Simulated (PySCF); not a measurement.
## Calculated data, BH4NOSi, H5NOSi2

All values are calculated (PySCF 2.14.0). Calculation on a computer-drawn molecule: optimised geometry and harmonic frequencies of an isolated molecule of the commonest isotopes, restricted reference for singlets and unrestricted otherwise, frozen core in MP2.

Common to all runs: charge 0; multiplicity 1; method HF; basis cc-pV(D+d)Z.

(1) BH4NOSi

Start structure:
```xyz
8
BH4NOSi
N      0.3535    -2.7011     0.4692
Si    -0.5858    -1.5853    -0.5708
B     -0.8069     0.1684     0.1970
O     -1.9853     0.6802     0.7505
H      0.8463    -2.4385     1.3246
H      0.6790    -3.6159     0.2079
H     -0.1781     1.0440    -0.2286
H     -2.6320    -0.0148     1.1664
```

* rotational constants: 18.32, 2.939, 2.532 GHz
* total energy: -445.2855 hartree
* convergence status largest gradient component: 3.409e-06 hartree/bohr

Drawn bonds:
```
atom  other atom  order
   1           2      1
   2           3      1
   3           4      1
   1           5      1
   1           6      1
   3           7      1
   4           8      1
```

Optimised structure:
```xyz
8
BH4NOSi
N      0.4520    -2.5488     0.3237
Si    -1.2013    -2.1412     0.3073
B     -0.9317    -0.0583     0.4835
O     -1.9630     0.8137     0.5233
H      1.2178    -1.9042     0.3985
H      0.7737    -3.4962     0.2567
H      0.1606     0.4603     0.5577
H     -2.8174     0.4117     0.4655
```

Modes:
```
frequency (cm⁻¹)  reduced mass (dalton)
           28.12                  2.484
           167.1                  3.795
           330.9                  5.709
           514.3                  1.178
           610.6                  3.387
           611.4                  1.263
           689.3                  1.293
             876                  1.542
           879.4                   1.16
           911.6                  3.581
            1081                  1.115
            1257                  1.363
            1375                  6.012
            1704                  1.122
            2614                  1.093
            3762                  1.051
            3860                  1.097
            4142                  1.067
```

(2) H5NOSi2

Start structure:
```xyz
9
H5NOSi2
N     -1.7339     0.4228     3.1175
Si    -1.9504     1.4288     1.7220
Si    -1.2886     0.3022    -0.0197
O     -2.2815     0.7894    -1.2068
H     -2.0403     0.7695     4.0853
H     -1.3752    -0.4840     3.0961
H     -1.1779    -1.0759    -0.4394
H      0.0937     0.9233    -0.4131
H     -2.3445     1.7250    -1.4912
```

* rotational constants: 11.02, 2.145, 1.918 GHz
* total energy: -710.1242 hartree
* convergence status largest gradient component: 2.323e-05 hartree/bohr

Drawn bonds:
```
atom  other atom  order
   1           2      1
   2           3      1
   3           4      1
   1           5      1
   1           6      1
   3           7      1
   3           8      1
   4           9      1
```

Optimised structure:
```xyz
9
H5NOSi2
N     -1.7241     0.4017     3.0321
Si    -2.0433     1.6466     1.9118
Si    -1.2737     0.4687    -0.0660
O     -2.2311     0.7591    -1.3960
H     -1.9003     0.5287     4.0119
H     -1.3766    -0.5207     2.8449
H     -1.2857    -1.0057     0.1069
H      0.1353     0.8677    -0.3495
H     -2.3991     1.6550    -1.6454
```

Modes:
```
frequency (cm⁻¹)  reduced mass (dalton)
           38.98                  3.972
           129.3                  2.898
           194.2                  1.253
           226.5                  4.155
           383.3                  2.459
           485.2                  1.748
           590.5                  1.194
           630.1                  1.159
           774.2                  1.056
           855.6                  2.883
           874.8                  1.724
           904.2                  2.732
             919                  1.528
           948.7                  1.174
            1025                  1.083
            1713                  1.117
            2244                  1.041
            2281                   1.04
            3760                   1.05
            3853                  1.098
            4176                  1.067
```
